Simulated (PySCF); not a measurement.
Si(F)2(Me)(NH2) (CH5F2NSi), SMILES C[Si](N)(F)F. Coordinates come from a PBE-D3(BJ)/def2-SVP optimisation. This is a generated structure with no PubChem entry under its InChIKey; it may be hypothetical. One conformer was computed; it need not be the lowest.

All values below come from PBE-D3(BJ)/def2-SVP in PySCF.

Harmonic wavenumbers (cm⁻¹): 110, 140, 192, 236, 286, 326, 332, 379, 657, 717, 755, 781, 864, 924, 942, 1233, 1380, 1381, 1488, 2987, 3083, 3096, 3504, 3601. Rotational constants (GHz): 3.714, 3.572, 3.357; symmetry number 1.

Q: Work out the zero-point energy and the ideal-gas rigid-rotor harmonic-oscillator thermochemistry at 298.15 K and 1 atm.

A: ZPE = ½ Σ hcν = ½ × 29394 cm⁻¹ = 42.02 kcal/mol. H − E(el) = 47.28 kcal/mol. Entropy in cal/(mol K): translation 39.63, rotation 26.38, vibration 16.79, total 82.81. G − E(el) = 22.59 kcal/mol. Cp = 26.96 cal/(mol K). Modes under 150 cm⁻¹ make the vibrational entropy uncertain.
